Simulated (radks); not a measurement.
The numbers below are computed, except where a source is named.
All-electron atom: Be3+ in 1s1 (the NIST ground configuration).

Code: a radial shooting solver on a logarithmic mesh with Libxc functionals. Model: scalar-relativistic Kohn-Sham, XLYP, spin-polarised, spherical densities, finite nucleus; open shells are filled with parallel spins first; Fermi nuclear charge, rms radius 2.519 fm.

Energy parts (eV):
| part | energy |
|---|---|
| total | -217.662 |
| kinetic | 217.756 |
| electron-nucleus | -435.475 |
| Hartree | 33.905 |
| exchange-correlation | -33.849 |

Orbitals (lengths in bohr, moments of r in powers of bohr):
orbital  occ.  eigenvalue (eV)  <1/r>
1s up       1        -192.7701  4.001

The highest occupied level is 1s up at -192.77 eV. The density falls to 0.001 e/bohr^3 at r = 1.25 bohr. The spin density at the nucleus is 20.83 e/bohr^3 (1s 20.83). Summed over all electrons, <r^2> = 0.1905 bohr^2, which gives a Langevin (diamagnetic) susceptibility term of -0.151 x 10^-6 cm^3/mol.
